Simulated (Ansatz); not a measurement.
`B[SiH](Cl)[SnH3]` → B• + Cl• + 6 H• + Si• + Sn•  (atomization)

Gas-phase electronic energies from Ansatz, PBE0-D4/def2-TZVP geometries. CCSD(T)/CBS adds triple-zeta CCSD(T) − MP2 to the extrapolated MP2 energy (def2 sets, frozen cores). This one scheme is used for every species, atoms too. DFT in def2-TZVPP. HSE06 is defined as in plane-wave codes. No spin–orbit coupling; open shells (•) take unrestricted orbitals. Spin–orbit coupling would lower the free atoms: a little for B, Cl, Si; strongly for Sn. Elements past krypton have def2 core potentials. For Sn outer-core shells are correlated without core-valence functions, so the limit isn't a true one: a few kJ/mol of doubt a bond, and 10 to 20 or more in all where bonds break to atoms.

```
          level  ΔE (kJ/mol)  difference from CCSD(T)/CBS
    LDA (SPW92)       3123.3                        354.8
      revPBE-D4       2713.7                        -54.8
        BLYP-D4       2720.6                        -47.9
         B97M-V       2824.5                         56.0
       BHLYP-D4       2709.9                        -58.6
   CAM-B3LYP-D4       2753.5                        -15.0
         B2PLYP       2705.6                        -62.9
            PBE       2742.3                        -26.2
         r2SCAN       2776.9                          8.4
           PBE0       2728.5                        -40.0
          HSE06       2730.0                        -38.5
   MP2/def2-SVP       2554.5                       -214.0
  CCSD/def2-SVP       2531.2                       -237.3
CCSD/def2-TZVPP       2653.9                       -114.6
   HF/CBS(def2)       2034.4                       -734.1
  MP2/CBS(def2)       2756.4                        -12.1
    CCSD(T)/CBS       2768.5                            0
```

Largest T1 diagnostic among the species: 0.014.

At CCSD(T), def2-SVP lies −206.8 kJ/mol from the extrapolated value and def2-TZVPP −72.2 kJ/mol: correlation converges slowly with the basis, and small sets miss more of it in the bonded molecule than in its fragments. Leaving LDA and LC-ωPBE aside and taking each functional with its dispersion term where it has one, the values spread over 118.9 kJ/mol, from B2PLYP to B97M-V. LDA lies +381.0 kJ/mol from PBE without D4, its usual overbinding. From r2SCAN to r2SCAN0 (25 % exact exchange), in def2-TZVPP and without D4, ΔE moves by −29.1 kJ/mol: exact exchange takes away binding that semilocal exchange gives to molecules.

For atomizations the MP2-based limit and the directly extrapolated one differ by several kJ/mol either way, and by 10 to 25 for some Ge, Se and Sn compounds, so smaller differences from it don't rank the levels.
